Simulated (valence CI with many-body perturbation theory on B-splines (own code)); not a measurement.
The numbers below are computed, except where a source is named.
# From CI to CI+MBPT in I XXII

Method: configuration interaction combined with many-body perturbation theory (CI+MBPT): four valence electrons over a frozen Dirac-Fock core [Ar] 3d10, radial functions for each j: 11 s, 11 p, 9 d, 7 f, 5 g, 2 h, 1 i, with the one-electron correlation potential Σ1 (screened to all orders), the two-electron term Σ2, the three-electron term Σ3, Breit, model QED; selected single and double excitations, second order for the rest (own B-spline code, finite nucleus).

No measured levels were compared; by estimate levels hold to about 250 cm⁻¹ or 0.2 % of their energy and the worst to 1 %, as in measured heavy ions of charge 2 to 7; those with d or f electrons hold less well.

Each rung adds one term. CI alone is the Dirac-Coulomb CI over the frozen core; QED comes last and gives the full result, which names the levels. Energies are above (4s^2 4p1/2^2) J=0 on the same rung, in cm⁻¹.

Levels are named by their leading jj configuration (3d3/2^4 stands for four electrons in 3d with j = 3/2), which in mixed levels can hold well under half, so a name can repeat and another be missing. Letters in brackets count levels of one name in rising energy.

```csv
Level,CI alone
(4s^2 4p1/2 4p3/2) J=1,100344
(4s^2 4p1/2 4p3/2) J=2,119787
(4s^2 4p3/2^2) J=2,235067
(4s^2 4p3/2^2) J=0,281868
(4s 4p1/2^2 4p3/2) J=2,471972
(4s 4p1/2^2 4p3/2) J=1,545707
(4s 4p1/2 4p3/2^2) J=2 [a],578698
(4s 4p1/2 4p3/2^2) J=3,610720
(4s 4p1/2 4p3/2^2) J=0,651958
(4s 4p1/2 4p3/2^2) J=1 [a],666684
(4s 4p1/2 4p3/2^2) J=2 [b],672430
(4s 4p1/2 4p3/2^2) J=1 [b],722008
(4s 4p3/2^3) J=2,756256
(4s^2 4p1/2 4d3/2) J=2,784726
(4s^2 4p1/2 4d5/2) J=3,824010
(4s 4p3/2^3) J=1,844783
```

Question: What do these energies become with core correlation, Breit and QED?

Answer: (4s^2 4p1/2 4p3/2) J=1 100507 (+163); (4s^2 4p1/2 4p3/2) J=2 119515 (-272); (4s^2 4p3/2^2) J=2 234747 (-320); (4s^2 4p3/2^2) J=0 280627 (-1242); (4s 4p1/2^2 4p3/2) J=2 473992 (+2020); (4s 4p1/2^2 4p3/2) J=1 544765 (-942); (4s 4p1/2 4p3/2^2) J=2 [a] 579731 (+1034); (4s 4p1/2 4p3/2^2) J=3 611110 (+390); (4s 4p1/2 4p3/2^2) J=0 651182 (-776); (4s 4p1/2 4p3/2^2) J=1 [a] 665084 (-1600); (4s 4p1/2 4p3/2^2) J=2 [b] 670593 (-1837); (4s 4p1/2 4p3/2^2) J=1 [b] 713529 (-8479); (4s 4p3/2^3) J=2 755257 (-999); (4s^2 4p1/2 4d3/2) J=2 781383 (-3343); (4s^2 4p1/2 4d5/2) J=3 820793 (-3217); (4s 4p3/2^3) J=1 837507 (-7276).

Question: How does the ionisation energy move along the ladder, and which term matters most?

Answer: CI alone 649.25, + Σ1 650.66, + Σ2 650.63, + Σ3 650.53, + Breit 650.01, + QED 650.03 eV. The largest step is Σ1, 1.41 eV. NIST lists 649 ± 4 eV (theoretical).
